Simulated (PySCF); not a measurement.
# Spinor energies of Cs⁴³⁺ (caesium, charge +43)

Start: [Ne] 3s2. Calculated with PySCF 2.14 in an uncontracted even-tempered set (18 s from 3.4 bohr⁻², ratio 2.6; 14 p from 4.4 bohr⁻², ratio 2.6; 6 d from 4.5 bohr⁻², ratio 2.8; 4 f from 63 bohr⁻², ratio 2.8): generalised Hartree-Fock with the X2C-1e Hamiltonian and a Gaussian nucleus; spin-orbit coupling (SO) screened by Boettger's factors.

```csv
spinor shell,electrons,"ε, screened SO (eV)",weight of nominal j (screened SO),"rms radius, screened SO (bohr)"
1s1/2,2,-39012.7,1.000,0.0298
2s1/2,2,-8455.6,1.000,0.119
2p1/2,2,-8131.8,1.000,0.102
3s1/2,2,-3393.2,1.000,0.284
```

Problem. Where does 2p3/2 lie, and what is the 2p spin-orbit splitting (screened SO)?

Solution. At -7764.2 eV, 367.59 eV above 2p1/2.

```tsv
quantity	screened SO
E (hartree)	-6042.34072
M_J	0
⟨J²⟩	0.000
⟨L²⟩	0.009
⟨S²⟩	0.009
```

Breit and QED terms are absent; they matter most for the inner s and p1/2 levels.

Densities and radii are taken from the X2C orbitals without a picture-change correction, which distorts them close to the nucleus.
